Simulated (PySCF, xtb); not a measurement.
CrO2F, SMILES [O]=[Cr+](=[O])[F], charge +1, multiplicity 1.

GFN2-xTB in xtb 6.7.1 at its own geometry gives an orbital gap of 0.63 eV.

Geometry: PBE0-D3(BJ)/def2-SVP. The multiplicity is an assumed one; other spin states were not compared. The isomer is the one that the SMILES or the coordinates give; other isomers of the formula were not compared.

### Question
What does PBE/def2-TZVPD (PySCF) give? (The exact figures need the calculation; the answer reports its results.)

### Answer
gap 2.14 eV (levels -15.76 and -13.62 eV).
